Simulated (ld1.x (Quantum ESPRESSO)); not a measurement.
# Configuration tests for W (Z = 74) (PAW)

ld1.x (Quantum ESPRESSO) 7.5 input, shortened:

```
&input
   title='W', zed=74., rel=1, dft='PBESOL', iswitch=3,
   config='[Xe] 4f14 5d4 6s2 6p0'
 /
 &inputp
   pseudotype=3, lpaw=.true., tm=.true., lloc=-2, rcloc=2.20,
   nlcc=.true., new_core_ps=.true., rcore=1.75,
   which_augfun='BESSEL', rmatch_augfun=2.05
 /
6
6S  1  0   2.00   0.00  1.95  2.60  0.0
6S  1  0   0.00   1.10  1.95  2.60  0.0
5P  2  1   6.00   0.00  2.00  2.20  0.0
6P  3  1   0.00   0.00  2.00  2.20  0.0
5D  3  2   4.00   0.00  1.90  2.40  0.0
5D  3  2   0.00   0.30  1.90  2.40  0.0
 &test
   configts(1)='5p6 5d4 6s2 6p0'
 /
```

Energies are relative to the spin-unpolarised reference configuration 5p6 5d4 6s2 6p0; without spin polarisation the order of configurations can differ from experiment.

| valence configuration | charge | ΔE all-electron (eV) | error AE − PS (meV) |
| --- | --- | --- | --- |
| 5p6 5d4 6s1 6p0 | +1 | 8.925 | -3.3 |
| 5p6 5d4 6s0 6p0 | +2 | 24.620 | -9.5 |
| 5p6 5d3 6s0 6p0 | +3 | 50.023 | -35 |
| 5p6 5d5 6s1 6p0 | 0 | 1.543 | -7.7 |
| 5p6 5d3 6s2 6p1 | 0 | 4.065 | -3.0 |
| 5p6 5d4 6s1 6p1 | 0 | 4.545 | -1.1 |

Question: What are ΔE and the potential's error for 5p6 5d4.5 6s1.5 6p0?

Answer: ΔE = 0.696 eV all-electron; the error (AE − PS) is -3.0 meV.

Levels in the configuration 5p6 5d4 6s0 6p0:

```
level  all-electron (eV)  pseudo (eV)
   5p            -59.323      -59.323
   5d            -19.905      -19.906
```
